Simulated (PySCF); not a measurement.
Mg(F)2 anion (F2Mg), SMILES [F][Mg][F] (connectivity only; charge and spin as stated), charge -1, multiplicity 2.

Geometry: r2SCAN-D4/def2-TZVPD. The geometry has at least one imaginary mode, so it is a saddle point at that level. The spin state was assumed, not searched. The isomer is the one that the SMILES or the coordinates give; other isomers of the formula were not compared.

The numbers are results of PySCF with r2SCAN-D4/def2-TZVPD, not measurements.

Frequencies are harmonic and unscaled.

Modes within 1.5 cm⁻¹ of each other (mostly degenerate sets) share a row, with their intensities summed.

```csv
mode,ν (cm⁻¹),IR (km/mol),moving atoms (share of kinetic energy)
1–2,215i,491.7,"Mg 61 %, F 39 %"
3,448,0.0,F 100 %
4,716,85.6,"Mg 61 %, F 39 %"
```
